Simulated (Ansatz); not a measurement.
Input and output for CH7AlOSSi, SMILES `[AlH2][O]C[SiH2]S`.

```yaml
crystal:
  periodic: [false, false, false]
  atoms:
    - {symbol: Al, position_ang: [-1.126068, 1.729983, 1.274527]}
    - {symbol: O, position_ang: [-0.846463, 0.513261, 0.129774]}
    - {symbol: C, position_ang: [-0.428364, -0.828551, 0.245112]}
    - {symbol: Si, position_ang: [1.235570, -1.007574, -0.629601]}
    - {symbol: S, position_ang: [1.024871, -0.420388, -2.669953]}
    - {symbol: H, position_ang: [-0.966553, 1.367118, 2.807249]}
    - {symbol: H, position_ang: [-1.526712, 3.137115, 0.689525]}
    - {symbol: H, position_ang: [-0.335759, -1.144534, 1.295145]}
    - {symbol: H, position_ang: [-1.169335, -1.486437, -0.224161]}
    - {symbol: H, position_ang: [2.218428, -0.149485, 0.088541]}
    - {symbol: H, position_ang: [1.720600, -2.412362, -0.639108]}
    - {symbol: H, position_ang: [0.276783, 0.646653, -2.333050]}
basis:
  gaussian: {orbitals: aug-cc-pVDZ}
hamiltonian: {xc: {name: B2GP-PLYP}, pseudopotentials: {relativity: none}}
output: {forces: true}
```

```sh
$ ansatz run in.yaml --threads 4 --pin off --events-out ev --progress --plain --max-ram 10444MiB
```

Shortened log:

```
Functional definition: B2GP-PLYP
1875 factors; integrals over basis functions are off by at most 9.3e-4 eV
mean field evaluation 1: about -28479.6696 eV, gradient 4.6e1 eV
mean field evaluation 2: about -28479.7499 eV, gradient 4.6e1 eV
mean field evaluation 4: about -28484.4091 eV, gradient 5.4e0 eV
mean field evaluation 8: about -28484.4788 eV, gradient 3.3e-1 eV
mean field evaluation 16: about -28484.4792 eV, gradient 8.5e-5 eV
mean field -28484.47917663 eV, -1046.7853022677 hartree, gradient 7.4e-6 eV, S^2 0.000000; 0 other end points of the search recorded, 0 dependent functions left out
17 core orbitals not correlated: weight in the atoms' cores, before any rotation towards them, 1.000 or more for the frozen orbitals, at most 0.000 for the correlated occupied ones
reference -28484.47936610 eV, -1046.7853092305 hartree; 15, 15 occupied and 158, 158 virtual orbitals, 1875 factors
second order -21.08314690 eV of doubles, -0.00000000 eV of singles
Total energy: -28492.06929898 eV, -1047.0642341194 hartree
Atom 0 at    -1.126068     1.729983     1.274527 Å, force    -0.166104     0.683952     0.642516 eV/Å
Atom 1 at    -0.846463     0.513261     0.129774 Å, force    -0.021062    -0.153709    -0.675294 eV/Å
Atom 2 at    -0.428364    -0.828551     0.245112 Å, force     0.031151    -0.380127     0.089520 eV/Å
Atom 3 at     1.235570    -1.007574    -0.629601 Å, force     0.298189    -0.185483     0.365254 eV/Å
Atom 4 at     1.024871    -0.420388    -2.669953 Å, force     0.061159    -0.015829    -0.526306 eV/Å
Atom 5 at    -0.966553     1.367118     2.807249 Å, force    -0.001408     0.003462    -0.019497 eV/Å
Atom 6 at    -1.526712     3.137115     0.689525 Å, force     0.006772    -0.026904     0.013652 eV/Å
Atom 7 at    -0.335759    -1.144534     1.295145 Å, force    -0.003034    -0.027241     0.147867 eV/Å
Atom 8 at    -1.169335    -1.486437    -0.224161 Å, force    -0.118842    -0.070660    -0.052781 eV/Å
Atom 9 at     2.218428    -0.149485     0.088541 Å, force     0.030967     0.028613     0.013094 eV/Å
Atom 10 at     1.720600    -2.412362    -0.639108 Å, force     0.010565    -0.051246    -0.000194 eV/Å
Atom 11 at     0.276783     0.646653    -2.333050 Å, force    -0.128353     0.195171     0.002168 eV/Å
Dipole moment:    -0.162524    -0.019732     0.402238 e Å
```

Run time 12 s (4 threads of an Arm Neoverse V2 on a shared host); peak host memory 0.75 GiB.
